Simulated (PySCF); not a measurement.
Nuclear quadrupole coupling in `F[SiH2]O[SiH]([SiH3])[SiH3]`

Compound: FH9OSi4.
Z-matrix (Å and degrees, GFN2-xTB geometry), rows numbered from 1:
```
F 
Si  1  1.6086
O   2  1.5975  1  107.09
Si  3  1.6539  2  153.93  1   -38.84
Si  4  2.3191  3  105.79  2   -64.04
Si  4  2.3184  3  106.73  2    65.06
H   2  1.4475  1  107.15  3   114.94
H   2  1.4504  1  105.31  3  -117.09
H   4  1.4788  3   98.47  2  -178.94
H   5  1.4677  4  109.99  3   178.68
H   5  1.4698  4  115.51  3   -61.27
H   5  1.4691  4  113.05  3    59.99
H   6  1.4672  4  113.19  3   -65.17
H   6  1.4698  4  108.90  3   176.82
H   6  1.4689  4  115.59  3    57.48
```

Field gradients from the PBE0/pcSseg-1 density (PySCF, non-relativistic), principal values in atomic units, ordered |Vxx| ≤ |Vyy| ≤ |Vzz|:

```
atom      Vxx      Vyy     Vzz
  O3  -0.4560  -0.6257  1.0817
```

Question: Find the asymmetry η = (Vxx − Vyy)/Vzz and the couplings χ = eQV/h (234.96 MHz × Q in barn × V in au), with Q(17O) = −0.0256 b.

Answer: 
| atom | environment | nucleus | η | χzz (MHz) | χxx (MHz) | χyy (MHz) |
| --- | --- | --- | --- | --- | --- | --- |
| O3 | siloxane oxygen | 17O | 0.16 | -6.51 | 2.74 | 3.76 |

Question: What is Vzz at O3 in SI units (1 au = 9.71736 × 10²¹ V/m²)?

Answer: 1.0817 au = 10.511 × 10²¹ V/m².

Were the hydrogens deuterons (Q(2H) = 0.00286 b), χzz would run from 101 kHz (H9) to 113 kHz (H7).

One conformer (not necessarily the lowest) at the GFN2-xTB geometry, without solvent, vibrations or thermal averaging. GFN2-xTB bond lengths can be off by several hundredths of an ångström, more for odd bonds, and the gradients follow them. A larger basis could move these couplings by a tenth or more.
